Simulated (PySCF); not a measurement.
H₃O₃Zr, SMILES [OH][Zr]([OH])[OH] (connectivity only; charge and spin as stated), neutral, multiplicity 2.

Geometry optimised at PBE0-D3(BJ)/def2-SVP. The spin state was assumed, not searched. The isomer is the one that the SMILES or the coordinates give; other isomers of the formula were not compared. The def2 effective core potentials stand for the cores of Zr; spin–orbit coupling is left out. The values are those of a single conformer.

These are PBE0-D3(BJ)/def2-SVP run with PySCF values and carry that method's errors.

Frequencies are harmonic and unscaled.

Modes within 1.5 cm⁻¹ of each other (mostly degenerate sets) share a row, with their intensities summed.

```json
[
 {"mode": "1", "ν (cm⁻¹)": "82", "IR (km/mol)": "23.6", "moving atoms (share of kinetic energy)": "O 45 %, Zr 33 %, H 22 %"},
 {"mode": "2–3", "ν (cm⁻¹)": "157", "IR (km/mol)": "0.7", "moving atoms (share of kinetic energy)": "O 76 %, Zr 12 %, H 12 %"},
 {"mode": "4", "ν (cm⁻¹)": "214", "IR (km/mol)": "0.0", "moving atoms (share of kinetic energy)": "H 88 %, O 12 %"},
 {"mode": "5–6", "ν (cm⁻¹)": "321", "IR (km/mol)": "509.4", "moving atoms (share of kinetic energy)": "H 87 %, O 12 %"},
 {"mode": "7–8", "ν (cm⁻¹)": "418", "IR (km/mol)": "0.0", "moving atoms (share of kinetic energy)": "H 88 %, O 12 %"},
 {"mode": "9", "ν (cm⁻¹)": "437", "IR (km/mol)": "269.1", "moving atoms (share of kinetic energy)": "H 76 %, O 21 %"},
 {"mode": "10", "ν (cm⁻¹)": "700", "IR (km/mol)": "0.0", "moving atoms (share of kinetic energy)": "O 94 %"},
 {"mode": "11–12", "ν (cm⁻¹)": "727", "IR (km/mol)": "394.0", "moving atoms (share of kinetic energy)": "O 72 %, Zr 24 %"},
 {"mode": "13–14", "ν (cm⁻¹)": "4030", "IR (km/mol)": "743.2", "moving atoms (share of kinetic energy)": "H 94 %"},
 {"mode": "15", "ν (cm⁻¹)": "4034", "IR (km/mol)": "0.0", "moving atoms (share of kinetic energy)": "H 94 %"}
]
```
